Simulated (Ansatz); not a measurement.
Cost against result

Saddle point of AlBSi2H7Cl3O3, singlet (AlBSi₂H₇Cl₃O₃ ([SiH3][O][Al]1([O][SiH3])[OH][B]([Cl])([Cl])[Cl]1) → AlBSi₂H₇Cl₃O₃ ([SiH3][O][Al]([ClH])([O][SiH3])[O][B]([Cl])[Cl]); bonds formed: Cl2–H5, Cl2–Al7; dative contacts that become bonds: B1–Cl3, B1–O6; bonds broken: B1–Cl2, Cl3–Al7, H5–O6), PBE0-D4/def2-TZVP structure:

```
17
angstrom
B 1.5111 -0.5729 1.9752
Cl 3.3189 0.6678 1.4680
Cl 1.3620 -1.8597 0.6139
Cl 1.6908 -1.1787 3.5978
H 1.9003 1.0948 1.4153
O 0.7270 0.5246 1.6059
Al -0.0828 -0.0150 0.0921
O 0.4919 0.7532 -1.2707
Si 1.0616 1.3722 -2.6594
O -1.6513 -0.5482 0.2597
Si -3.1584 -1.1036 0.4919
H -0.0358 1.4889 -3.6561
H 2.1235 0.4904 -3.2132
H 1.6332 2.7218 -2.4116
H -3.4531 -1.1932 1.9464
H -3.2981 -2.4555 -0.1114
H -4.1407 -0.1869 -0.1440
```

Barriers are electronic and count from the start structure reached by relaxing down the imaginary mode.

Ansatz 0.2.0; basis: as named in each row; cores frozen in the correlated methods. B3LYP uses VWN-RPA correlation. Extrapolation: Hartree–Fock as exp(−7.88 √X), correlation as X^−2.97.

Times are rough, for one single point on 4 threads of a shared host (AMD EPYC 7R13), with one NVIDIA H100 (or a share of it) where marked.

The estimate by CCSD(T) at an estimated basis limit (MP2 extrapolated from triple and quadruple zeta, plus CCSD(T) − MP2 in triple zeta) is 143.2 kJ/mol.

```tsv
method	basis	time (s)	barrier (kJ/mol)	method less estimate
HF	STO-3G	under 1	284.2	141.0
PBE-D4	STO-3G	under 1	149.9	6.6
SPW92	def2-SVP	1	105.2	-38.0
PBE-D4	def2-SVP	3	114.0	-29.2
B3LYP-D4	6-31G	3	158.9	15.7
PBE0-D4	def2-SVP	4	133.6	-9.6
BLYP-D4	def2-TZVPP	5 (H100)	119.0	-24.3
SPW92	def2-TZVPP	6 (H100)	106.6	-36.6
r2SCAN-D4	def2-TZVPP	6 (H100)	125.7	-17.5
PBE-D4	def2-TZVPP	6 (H100)	115.0	-28.2
B97M-V	def2-TZVPP	6 (H100)	141.3	-1.9
PBE-QIDH	def2-TZVPP	6 (H100)	141.4	-1.8
r2SCAN0-D4	def2-TZVPP	7 (H100)	138.1	-5.1
CCSD(T)	def2-SVP	8 (H100)	144.3	1.1
RPA on PBE	def2-TZVPP	8 (H100)	137.1	-6.1
BHLYP-D4	def2-TZVPP	8 (H100)	153.1	9.9
MP2	def2-QZVPP	8 (H100)	138.2	-5.0
wB97M-V	def2-TZVPP	8 (H100)	140.2	-3.0
B3LYP-D4	def2-TZVPP	9 (H100)	133.0	-10.2
CAM-B3LYP-D4	def2-TZVPP	9 (H100)	139.3	-3.9
wB97X-V	def2-TZVPP	9 (H100)	143.9	0.7
B2PLYP	def2-TZVPP	9 (H100)	135.0	-8.3
PBE0-D4	def2-TZVPP	10 (H100)	132.7	-10.5
wB97M-V	def2-SVP	13	139.9	-3.3
CCSD(T)	def2-TZVPP	45 (H100)	141.1	-2.1
```

All methods are single points on the PBE0-D4 structures.

T1 diagnostic: at most 0.013.

The step is the kind of ligand exchange by which a precursor binds to a hydroxyl group, or is hydrolysed, in atomic layer deposition of oxides. Here a small cluster stands in for the surface site.

Labels in which every atom is bracketed show which atoms are joined, not bond orders.
